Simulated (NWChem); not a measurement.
System: PbI₂, singlet; SMILES [I][Pb][I]

The following NWChem deck was run.

```
start job
memory heap 200 mb stack 900 mb global 1100 mb
geometry units angstroms noautoz
  Pb     0.000000     0.000000     1.014818
  I      2.193521     0.000000    -0.770804
  I     -2.193521     0.000000    -0.770804
end
basis spherical
  * library def2-svpd
end
ecp
  I library def2-ecp
  Pb library def2-ecp
end
dft
  xc b3lyp
  iterations 150
end
tddft
  cis
  nroots 6
  notriplet
end
task tddft energy
```

NWChem printed, in part:

```
             Northwest Computational Chemistry Package (NWChem) 7.3.0
             --------------------------------------------------------

 C2V symmetry detected

                             Geometry "geometry" -> ""
                             -------------------------

 Output coordinates in angstroms (scale by  1.889725989 to convert to a.u.)

  No.       Tag          Charge          X              Y              Z
 ---- ---------------- ---------- -------------- -------------- --------------
    1 Pb                  82.0000     0.00000000     0.00000000     1.00678687
    2 I                   53.0000     2.19352100     0.00000000    -0.77883513
    3 I                   53.0000    -2.19352100     0.00000000    -0.77883513

 Effective nuclear repulsion energy (a.u.)    1965.0386539452

      Symmetry information
      --------------------

 Group name             C2v
 Group number             16
 Group order               4
 No. of unique centers     2

                                 NWChem DFT Module
                                 -----------------

 Summary of "ao basis" -> "ao basis" (spherical)
 ------------------------------------------------------------------------------
       Tag                 Description            Shells   Functions and Types
 ---------------- ------------------------------  ------  ---------------------
 Pb                        def2-svpd                12       32   5s4p3d
 I                         def2-svpd                13       35   5s5p3d

      Symmetry analysis of basis
      --------------------------

        a1         39
        a2         14
        b1         31
        b2         18

            General Information
            -------------------
          SCF calculation type: DFT
          Wavefunction type:  closed shell.
          No. of atoms     :     3
          No. of electrons :    72
           Alpha electrons :    36
            Beta electrons :    36
          Charge           :     0
          Spin multiplicity:     1
          Use of symmetry is: off; symmetry adaption is: on
          Maximum number of iterations: 150
          AO basis - number of functions:   102
                     number of shells:    38
          Convergence on energy requested:  1.00D-06
          Convergence on density requested:  1.00D-05
          Convergence on gradient requested:  5.00D-04

[...]

                                NWChem TDDFT Module
                                -------------------

            General Information
            -------------------
           No. of orbitals :     204
            Alpha orbitals :     102
             Beta orbitals :     102
        Alpha frozen cores :       0
         Beta frozen cores :       0
     Alpha frozen virtuals :       0
      Beta frozen virtuals :       0
         Spin multiplicity :       1
    Number of AO functions :     102
        Use of symmetry is : off
      Symmetry adaption is : on
         Schwarz screening :  0.10D-07

              XC Information
              --------------
                  B3LYP Method XC Potential
              Hartree-Fock (Exact) Exchange   0.20
                 Slater Exchange Functional   0.80 local
             Becke 1988 Exchange Functional   0.72 non-local
       Lee-Yang-Parr Correlation Functional   0.81
           VWN I RPA Correlation Functional   0.19 local

             TDDFT Information
             -----------------
          Calculation type : Tamm-Dancoff TDDFT
         Wavefunction type : Restricted singlets
          No. of electrons :      72
           Alpha electrons :      36
            Beta electrons :      36
              No. of roots :       6
          Max subspacesize :    5200
            Max iterations :     100
               Target root :       1
           Target symmetry : none
      Symmetry restriction : off
                 Algorithm : Optimal
        Davidson threshold :  0.10D-03

    6 smallest eigenvalue differences (eV)
--------------------------------------------------------
  No. Spin  Occ  Vir  Irrep   E(Occ)    E(Vir)   E(Diff)
--------------------------------------------------------
    1    1   36   37 a2       -0.258    -0.131     3.447
    2    1   35   37 b2       -0.261    -0.131     3.530
    3    1   34   37 b1       -0.267    -0.131     3.685
    4    1   33   37 a1       -0.283    -0.131     4.131
    5    1   32   37 b2       -0.294    -0.131     4.436
    6    1   36   38 b1       -0.258    -0.076     4.945
--------------------------------------------------------

  Entering Davidson iterations
  Restricted singlet excited states

  Iter   NTrls   NConv    DeltaV     DeltaE      Time
  ----  ------  ------  ---------  ---------  ---------
    1      6       0     0.11E+00   0.10+100       10.5
    2     12       0     0.19E-01   0.27E-01       11.2
    3     18       0     0.48E-02   0.54E-03       11.9
    4     24       2     0.12E-02   0.32E-04       10.3
    5     28       4     0.22E-03   0.12E-05        9.2
    6     30       6     0.92E-04   0.48E-07        6.9
  ----  ------  ------  ---------  ---------  ---------
  Convergence criterion met

  Ground state a1       -788.654464126330 a.u.

  ----------------------------------------------------------------------------
  Root   1 singlet a2             0.094241077 a.u.                2.5644 eV
  ----------------------------------------------------------------------------
     Transition Moments    X -0.00000   Y  0.00000   Z  0.00000
     Dipole Oscillator Strength                    0.0000000000
     Electric Quadrupole                           0.0000000014
     Magnetic Dipole                               0.0000001882
     Total Oscillator Strength                     0.0000001896

[...]
```

Level: B3LYP/def2-SVPD with def2 effective core potentials on I, Pb, TDA. Low-valent species are run as closed-shell singlets; no triplet was tried in these runs. All runs use the structure optimised with PBE0/def2-SVP. Not confirmed as a minimum by frequencies. def2 effective core potentials on I, Pb; no spin-orbit coupling.
